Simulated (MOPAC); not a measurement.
MOPAC input (MNDO):

```
MNDO 1SCF CHARGE=-1 GEO-OK AUX(PRECISION=9) THREADS=1
CH2BO

B    -0.23858200 1   -0.00199100 1   -1.32852100 1
H    -0.34039400 1    1.05302600 1   -1.89939800 1
H    -0.34121800 1   -1.05871300 1   -1.89608600 1
C     0.01327500 1    0.00011100 1    0.07392100 1
O     0.22435900 1    0.00187200 1    1.24932000 1
```

Output:

```
 *******************************************************************************
 **                                                                           **
 **                              MOPAC v23.2.5                                **
 **                                                                           **
 *******************************************************************************
 ** MOPAC's Digital Object Identifier: https://doi.org/10.5281/zenodo.6511958 **
 **                                                                           **
 ** Please cite the open-source release paper for use of this MOPAC version:  **
 ** J. E. Moussa and J. J. P. Stewart (2026)                                  **
 ** MOPAC: An open-source semiempirical molecular orbital program             **
 ** J. Open Source Softw., 11(119), 8025, https://doi.org/10.21105/joss.08025 **
 *******************************************************************************

                              MNDO CALCULATION RESULTS

 *******************************************************************************
 *  MNDO       - The MNDO Hamiltonian to be used
 *  GEO-OK     - OVERRIDE INTERATOMIC DISTANCE AND OTHER SAFETY CHECKS
 *
 *
 *
 *                 CHARGE ON SYSTEM = -1
 *
 *
 *
 *  1SCF       - DO 1 SCF AND THEN STOP
 *  AUX        - OUTPUT AUXILIARY INFORMATION
 *******************************************************************************
MNDO 1SCF CHARGE=-1 GEO-OK AUX(PRECISION=9) THREADS=1
 CH2BO

   ATOM   CHEMICAL          X               Y               Z
  NUMBER   SYMBOL      (ANGSTROMS)     (ANGSTROMS)     (ANGSTROMS)

     1       B         -0.23858200  *  -0.00199100  *  -1.32852100  *
     2       H         -0.34039400  *   1.05302600  *  -1.89939800  *
     3       H         -0.34121800  *  -1.05871300  *  -1.89608600  *
     4       C          0.01327500  *   0.00011100  *   0.07392100  *
     5       O          0.22435900  *   0.00187200  *   1.24932000  *

          CARTESIAN COORDINATES

    NO.       ATOM           X           Y           Z

     1         B         -0.2386     -0.0020     -1.3285
     2         H         -0.3404      1.0530     -1.8994
     3         H         -0.3412     -1.0587     -1.8961
     4         C          0.0133      0.0001      0.0739
     5         O          0.2244      0.0019      1.2493

  H: (MNDO): M.J.S. DEWAR, W. THIEL, J. AM. CHEM. SOC., 99, 4899, (1977)
  B: (MNDO): M.J.S. DEWAR, M.L. MCKEE, J. AM. CHEM. SOC., 99, 5231, (1977)
  C: (MNDO): M.J.S. DEWAR, W. THIEL, J. AM. CHEM. SOC., 99, 4899, (1977)
  O: (MNDO): M.J.S. DEWAR, W. THIEL, J. AM. CHEM. SOC., 99, 4899, (1977)

           Empirical Formula: C H2 O B  =     5 atoms

      MOLECULAR POINT GROUP   :   C2v

      RHF CALCULATION, NO. OF DOUBLY OCCUPIED LEVELS = 8

 -------------------------------------------------------------------------------
 MNDO 1SCF CHARGE=-1 GEO-OK AUX(PRECISION=9) THREADS=1
 CH2BO

     1SCF WAS SPECIFIED, SO BFGS WAS NOT USED
     SCF FIELD WAS ACHIEVED

                              MNDO CALCULATION
                                                       MOPAC v23.2.5 Linux

          FINAL HEAT OF FORMATION =        -41.08323 KCAL/MOL =    -171.89224 KJ/MOL

          COSMO AREA              =         80.05 SQUARE ANGSTROMS
          COSMO VOLUME            =         61.57 CUBIC ANGSTROMS

          IONIZATION POTENTIAL    =          1.144872 EV
          HOMO LUMO ENERGIES (EV) =         -1.145  7.752
          NO. OF FILLED LEVELS    =          8
          MOLECULAR WEIGHT        =         40.8362         POINT GROUP:  C2v

          MOLECULAR DIMENSIONS (Angstroms)

            Atom       Atom       Distance
            O     5    H     3     3.36724
            H     3    H     2     2.00523
            C     4    B     1     0.00000

          SCF CALCULATIONS        =          1

   ATOM   CHEMICAL          X               Y               Z
  NUMBER   SYMBOL      (ANGSTROMS)     (ANGSTROMS)     (ANGSTROMS)

     1       B         -0.23858200  *  -0.00199100  *  -1.32852100  *
     2       H         -0.34039400  *   1.05302600  *  -1.89939800  *
     3       H         -0.34121800  *  -1.05871300  *  -1.89608600  *
     4       C          0.01327500  *   0.00011100  *   0.07392100  *
     5       O          0.22435900  *   0.00187200  *   1.24932000  *

                             CARTESIAN COORDINATES

   1    B       -0.238582000    -0.001991000    -1.328521000
   2    H       -0.340394000     1.053026000    -1.899398000
   3    H       -0.341218000    -1.058713000    -1.896086000
   4    C        0.013275000     0.000111000     0.073921000
   5    O        0.224359000     0.001872000     1.249320000

           Empirical Formula: C H2 O B  =     5 atoms

      MOLECULAR POINT GROUP   :   C2v

                  EIGENVALUES
 -36.26432 -19.62822 -11.94232  -8.69719  -8.53573  -8.35481  -6.44012  -1.14487
   7.75233   8.93899   9.00555  12.60063  12.69160  14.82881

              NET ATOMIC CHARGES AND DIPOLE CONTRIBUTIONS

  ATOM NO.   TYPE          CHARGE      No. of ELECS.   s-Pop       p-Pop
    1          B          -0.529597        3.5296     1.14918     2.38042
    2          H          -0.030271        1.0303     1.03027
    3          H          -0.030271        1.0303     1.03027
    4          C          -0.009227        4.0092     1.27485     2.73438
    5          O          -0.400634        6.4006     1.86720     4.53343
 DIPOLE           X         Y         Z       TOTAL
 POINT-CHG.     0.330     0.003     1.840     1.870
 HYBRID         0.020     0.000     0.109     0.110
 SUM            0.350     0.003     1.949     1.980

          ATOMIC ORBITAL ELECTRON POPULATIONS

     Atom    s        px        py        pz
    1  B   1.14918   0.85841   0.79014   0.73186
    2  H   1.03027
    3  H   1.03027
    4  C   1.27485   1.23320   0.60835   0.89283
    5  O   1.86720   1.87172   1.42328   1.23842

 **********************
 *                    *
 * JOB ENDED NORMALLY *
 *                    *
 **********************

 == MOPAC DONE ==
```

The dipole moment of an ion depends on the origin.

The geometry given is a B3LYP-D3(BJ)/def2-TZVP minimum.
